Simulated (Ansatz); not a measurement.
C5H11ClO3 (`COC(CCl)(OC)OC`), relaxed with RKS PBE0-D4/def2-TZVP in Ansatz 0.2.0 from a PBE-D4/def2-SVP geometry. The force threshold is 0.005 eV/Å; the program also tests the step.

Total charge 0; spin multiplicity 1.

Start:

```xyz
20

C     0.204   -0.936    1.911
O    -0.160    0.095    1.008
C    -0.049   -0.208   -0.359
C    -0.764   -1.509   -0.788
Cl   -2.459   -1.593   -0.202
O     1.278   -0.453   -0.746
C     2.152    0.668   -0.642
O    -0.529    0.893   -1.074
C    -1.495    1.748   -0.470
H     1.182   -1.391    1.640
H     0.291   -0.469    2.911
H    -0.574   -1.731    1.960
H    -0.776   -1.539   -1.892
H    -0.224   -2.395   -0.406
H     1.860    1.473   -1.348
H     3.163    0.298   -0.896
H     2.160    1.083    0.389
H    -1.807    2.452   -1.266
H    -2.383    1.188   -0.112
H    -1.070    2.324    0.379
```

Task: By how much does the energy fall, and how many steps does the optimiser take? (An estimate is asked.)

Result: Ansatz gave: 8.95 kJ/mol, in 8 steps.

Task: Which bonds change most? (An estimate is asked.)

Result: Computed: C4–Cl5 from 1.795 to 1.772 Å; C9–H20 from 1.110 to 1.092 Å; C9–H19 from 1.109 to 1.091 Å; C1–H10 from 1.112 to 1.094 Å.

Task: Give the relaxed structure. (An estimate is asked.)

Result: The calculation gave: 
```xyz
20

C     0.217   -0.932    1.880
O    -0.195    0.076    0.982
C    -0.077   -0.227   -0.367
C    -0.758   -1.533   -0.784
Cl   -2.457   -1.598   -0.285
O     1.245   -0.445   -0.743
C     2.097    0.677   -0.612
O    -0.581    0.841   -1.090
C    -1.450    1.763   -0.456
H     1.203   -1.324    1.614
H     0.269   -0.466    2.863
H    -0.508   -1.751    1.917
H    -0.722   -1.595   -1.868
H    -0.247   -2.390   -0.353
H     1.804    1.474   -1.299
H     3.098    0.327   -0.862
H     2.093    1.063    0.411
H    -1.798    2.421   -1.252
H    -2.306    1.266    0.002
H    -0.929    2.353    0.301
```
